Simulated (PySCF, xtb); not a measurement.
BBr2, SMILES Br[B-]Br (connectivity only; charge and spin as stated), charge -1, multiplicity 1.

Harmonic wavenumbers (cm⁻¹) from GFN2-xTB run with xtb 6.7.1 at its own minimum, in rising order: 151, 326, 535.

Problem. What does B3LYP-D3(BJ)/def2-SVPD (PySCF 2.14.0) give at its own minimum? (Estimate from the structure and the level; the computed values follow.)

Solution. 133, 370, 427. Paired by order, the mean absolute difference is 57 cm⁻¹ and the zero-point energies are 1.4 and 1.3 kcal/mol.
